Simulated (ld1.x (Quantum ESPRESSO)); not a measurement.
**Ru: TM pseudisation with LDA (PZ), scalar-relativistic reference atom.**

* Element: Ru
* Generator: ld1.x (Quantum ESPRESSO) 7.5
* Type: norm-conserving Troullier–Martins (Kleinman–Bylander form)
* Functional: LDA (PZ)
* Relativity: scalar-relativistic
* Frozen core: [Ar] 3d10 4s2
* Valence charge: 14
* Reference configuration: 4p6 4d7 5s1 5p0
* Partial waves: 5s (bound): rc 3.00 bohr; 4p (bound): rc 1.30 bohr; 4d (bound): rc 1.80 bohr
* Local potential: all-electron potential smoothed inside 2.40 bohr (lloc = -1)
* Core correction: none

All-electron outer shells of the reference configuration (LDA (PZ), scalar-relativistic, ld1.x):

| shell | level (eV) | outermost node (bohr) | outermost maximum (bohr) |
| --- | --- | --- | --- |
| 3d | -273.50 | – | 0.30 |
| 4s | -76.44 | 0.48 | 0.91 |
| 4p | -46.53 | 0.49 | 0.98 |
| 4d | -5.40 | 0.48 | 1.21 |
| 5s | -4.52 | 1.24 | 2.73 |
| 5p | -1.04 | 1.41 | 3.82 |

(1) Estimate the cutoffs (Ry, on a coarse ladder) from which the occupation-weighted sum of valence levels, in a spherical-Bessel basis at the reference potential, stays within 10 and 1 mRy of its value at 400 Ry.

(2) Does the potential have ghost states?

(3) Which valence shell sets the plane-wave cutoff?

(4) Tests: 4p6 4d7 5s0 5p0; 4p6 4d6 5s0 5p0; 4p6 4d5 5s0 5p0; 4p6 4d6 5s1 5p0; 4p6 4d7 5s0 5p1; 4p6 4d8 5s0 5p0; 4p5 4d7 5s1 5p0. Which has the largest error in its energy relative to the reference configuration, and how large is it?

Results:

(1) 70 Ry and 140 Ry.

(2) No extra level below or beside the all-electron valence levels (s, p, d, f tested). The logarithmic derivative shows an extra or strongly shifted pseudo pole above the reference energy (s near 0.17 Ry).

(3) 4p: its level needs 100 Ry to come within 1 mRy, against 50 Ry for 4d.

(4) 4p5 4d7 5s1 5p0, with +162 meV (all-electron minus pseudo) on +52.51 eV.
